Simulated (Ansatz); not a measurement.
**Heat of formation of CHBrF2 (bromodifluoromethane) from total energies**

CHBrF2 has 5 atoms, charge 0, and is taken as a singlet. SMILES: `FC(F)Br`. The shape is that of a PBE0-D4/def2-TZVP optimisation.

```xyz
5

F     0.1743   -0.6239    1.2011
C     0.1418    0.0192    0.0350
F     0.7079   -0.7538   -0.8905
Br   -1.6954    0.3897   -0.4567
H     0.6714    0.9687    0.1111
```

Total energies at CCSD/aug-cc-pVDZ, 12 core orbitals frozen (Ansatz 0.2.0); the atoms run unrestricted:

| species | state | energy (Eh) |
| --- | --- | --- |
| CHBrF2 | singlet | -2810.439122 |
| F | doublet | -99.547749 |
| C | triplet | -37.763605 |
| Br | doublet | -2572.497974 |
| H | doublet | -0.499334 |

Harmonic wavenumbers at PBE0-D4/def2-TZVP, in cm⁻¹: 316, 324, 590, 720, 1136, 1168, 1298, 1370, 3141.

Measured heats of formation of the gaseous atoms at 298.15 K, in kJ/mol: F 79.4, C 716.9, Br 111.9, H 218.0. Spin-orbit lowering of the atoms at 298 K (mean of the ground term's levels less their thermal mean, from spectra), in kJ/mol: F 1.29, C 0.02, Br 14.69. Take 1 Eh = 2625.50 kJ/mol, 1 cm⁻¹ = 0.0119627 kJ/mol, RT = 2.479 kJ/mol.

Q: What heat of formation follows?

A: 
1. Electronic atomisation energy: 2 × (-99.547749) + (-37.763605) + (-2572.497974) + (-0.499334) − (-2810.439122) = 0.582711 Eh = 1529.9 kJ/mol.
2. Zero-point energy: half the sum of the wavenumbers, 5031.5 cm⁻¹ = 60.2 kJ/mol.
3. Thermal vibrational enthalpy, Σ hcν̃/(exp(hcν̃/kT) − 1): 2.9 kJ/mol. Translation, rotation and pV of a non-linear molecule: 4 RT = 9.9 kJ/mol.
4. The 5 free atoms carry 5/2 RT each: 31.0 kJ/mol.
5. Spin-orbit coupling lowers the free atoms by 2 × 1.29 + 0.02 + 14.69 = 17.3 kJ/mol.
6. Atomisation enthalpy at 298 K: 1529.9 − 17.3 − 60.2 − 2.9 − 9.9 + 31.0 = 1470.6 kJ/mol.
7. Sum of the atoms' heats of formation: 1205.6 kJ/mol. Heat of formation: 1205.6 − 1470.6 = -265.0 kJ/mol.

The tabulated value is -424.2 kJ/mol (Active Thermochemical Tables), so this level is off by +159.2 kJ/mol, or 9.8 % of the atomisation enthalpy that the table implies (1629.7 kJ/mol). Coupled cluster needs large bases for atomisation: in a finite one the molecule is underbound. Relativity is left out. CCSD also lacks the triples, which bind further. Anharmonicity and any spin-orbit splitting of the molecule are left out, and so is core correlation.
